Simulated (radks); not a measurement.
Values are calculated unless marked as measured or tabulated.
Coulomb parameter of the 3d shell of the nickel ion Ni2+ in the model configuration [Ar] 3d6.5 4s1.5, as a second difference U = [E(n + 0.5) + E(n - 0.5) - 2 E(n)] / (0.5)^2 with all orbitals relaxed. "Bare": the charge of the atom changes with n. "Screened": the 4s shell takes up the change at fixed total charge, which measures U(3d,3d) + U(4s,4s) - 2 U(3d,4s). Code: a radial shooting solver on a logarithmic mesh with Libxc functionals. Model: Dirac Kohn-Sham, BLYP, spin-unpolarised, spherical densities, finite nucleus; open shells are shared between the two j in proportion to 2j + 1; Fermi nuclear charge, rms radius 3.7757 fm.

\begin{tabular}{lrr}
case & configuration & E - E(n) (eV) \\ \hline
start & [Ar] 3d6.5 4s1.5 & 0.000 \\
bare +0.5 & [Ar] 3d7 4s1.5 & -16.917 \\
bare -0.5 & [Ar] 3d6 4s1.5 & 21.733 \\
screened +0.5 & [Ar] 3d7 4s1 & -6.056 \\
screened -0.5 & [Ar] 3d6 4s2 & 7.373 \\
\end{tabular}

U(bare) = 19.262 eV, U(screened by 4s) = 5.266 eV.
